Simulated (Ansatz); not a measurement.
Species: C2H3B, SMILES `B=C=C` (charge 0, multiplicity 1).

Q: Give a relaxed geometry from PBE0-D3(BJ)/def2-TZVP (Ansatz, a quantum-chemistry and plane-wave program).

A: the end point of this relaxation (outside a Z-matrix the atoms follow the SMILES, hydrogens last).
Cartesian coordinates (Å) in one orientation:
```xyz
6

B      1.560    -0.008    -0.354
C      0.203    -0.001    -0.312
C     -1.111     0.005    -0.272
H      2.731    -0.013    -0.391
H     -1.695    -0.915    -0.237
H     -1.688     0.931    -0.271
```
